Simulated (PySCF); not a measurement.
Simulation results for BH₄NOSi, ClH₄NOSi, AlB₃H₆

All values are calculated (PySCF 2.14.0). Calculation on a computer-drawn molecule: optimised geometry and harmonic frequencies of an isolated molecule of the commonest isotopes, restricted reference for singlets and unrestricted otherwise, frozen core in MP2.

Common to all runs: charge 0; multiplicity 1; method HF; basis cc-pV(D+d)Z.

(1) BH₄NOSi

Start structure:
```xyz
8
BH4NOSi
N     -1.5935     0.3436     0.5660
Si    -1.2673    -1.2088    -0.2396
B      0.4853    -1.0081    -1.0532
O      1.5335    -0.8722    -1.5369
H     -2.4854     0.4321     1.0153
H     -0.8627     0.8033     1.1330
H     -1.2882    -2.3321     0.6587
H     -2.3345    -1.3690    -1.1395
```

It finds rotational constants 16.08, 2.896, 2.538 GHz; total energy -445.3483 hartree; convergence status largest gradient component 4.563e-05 hartree/bohr.

Drawn bonds:
```tsv
atom	other atom	order
1	2	1
2	3	1
3	4	2
1	5	1
1	6	1
2	7	1
2	8	1
```

Optimised structure:
```xyz
8
BH4NOSi
N     -1.5991     0.3433     0.6103
Si    -1.2876    -1.1537    -0.1699
B      0.5065    -1.0061    -1.0953
O      1.5637    -0.9245    -1.6293
H     -2.5303     0.5385     0.9289
H     -0.9281     0.7259     1.2505
H     -1.2095    -2.3513     0.6990
H     -2.3284    -1.3833    -1.1903
```

Modes:
```tsv
frequency (cm⁻¹)	reduced mass (dalton)
139.6	2.421
203.9	1.395
309	2.989
432.1	3.275
443.8	1.529
523.1	7.406
648.6	1.549
745.8	1.091
863	1.955
906.1	1.791
1004	1.276
1049	1.052
1698	1.107
2138	12.39
2300	1.043
2342	1.037
3768	1.051
3858	1.095
```

(2) ClH₄NOSi

Start structure:
```xyz
8
ClH4NOSi
N      1.0134    -1.4052    -1.4586
Si    -0.6721    -1.5021    -1.5231
O     -1.0043    -2.2046    -2.9226
Cl    -1.2269    -2.7467    -0.0094
H      1.5657    -1.1164    -2.2805
H      1.5080    -1.1058    -0.6398
H     -1.4304    -0.3646    -1.3554
H     -1.7120    -2.6720    -3.1399
```

The calculation gives: rotational constants 6.648, 3.318, 2.461 GHz; total energy -880.2301 hartree; convergence status largest gradient component 2.364e-05 hartree/bohr.

Drawn bonds:
```tsv
atom	other atom	order
1	2	1
2	3	1
2	4	1
1	5	1
1	6	1
2	7	1
3	8	1
```

Optimised structure:
```xyz
8
ClH4NOSi
N      1.0049    -1.1477    -1.5708
Si    -0.6443    -1.5039    -1.5467
O     -1.0458    -2.0782    -3.0211
Cl    -1.1983    -2.9813    -0.1741
H      1.6633    -1.8055    -1.9436
H      1.4135    -0.5905    -0.8453
H     -1.3935    -0.3148    -1.1346
H     -1.7583    -2.6954    -3.0931
```

Modes:
```tsv
frequency (cm⁻¹)	reduced mass (dalton)
190	1.465
220.5	2.362
259.2	1.28
327	3.093
363.6	2.282
424.1	1.617
528.2	9.632
799.4	1.249
856.3	1.288
889.7	2.926
933.5	1.323
955.4	1.638
1032	2.189
1685	1.121
2388	1.042
3782	1.051
3878	1.096
4179	1.067
```

(3) AlB₃H₆

Start structure:
```xyz
10
AlB3H6
B     -0.2575    -2.1737     0.1317
Al    -0.4781    -0.1504    -0.1239
B      0.1170     1.1565     1.4202
B     -1.3182     0.7304    -1.8011
H     -1.0729    -2.8164     0.5614
H      0.6717    -2.7072    -0.2571
H      1.2568     1.5451     1.5112
H     -0.5747     1.5082     2.3623
H     -2.4330     0.9030    -1.9883
H     -0.7266     0.9719    -2.7934
```

Results for AlB₃H₆: rotational constants 4.729, 4.728, 2.51 GHz; total energy -319.3430 hartree; convergence status largest gradient component 1.555e-05 hartree/bohr.

Drawn bonds:
```tsv
atom	other atom	order
1	2	1
2	3	1
2	4	1
1	5	1
1	6	1
3	7	1
3	8	1
4	9	1
4	10	1
```

Optimised structure:
```xyz
10
AlB3H6
B     -0.2643    -2.2393     0.1039
Al    -0.4814    -0.1030    -0.0978
B      0.1660     1.2015     1.4930
B     -1.3464     0.7281    -1.8901
H     -1.1208    -2.9388     0.5848
H      0.7236    -2.8303    -0.2551
H      1.2844     1.6483     1.5548
H     -0.5612     1.5427     2.3924
H     -2.5298     0.9260    -2.0109
H     -0.6858     1.0322    -2.8520
```

Modes:
```tsv
frequency (cm⁻¹)	reduced mass (dalton)
128.5	3.034
128.6	3.034
147.5	2.45
190.7	1.008
195.2	1.018
195.3	1.018
469.8	4.208
478.1	1.181
478.1	1.181
588.4	5.78
588.5	5.781
632.6	1.516
791.1	1.284
914.8	1.411
914.8	1.411
1235	1.131
1235	1.131
1246	1.124
2629	1.054
2629	1.054
2639	1.055
2697	1.119
2697	1.119
2700	1.12
```
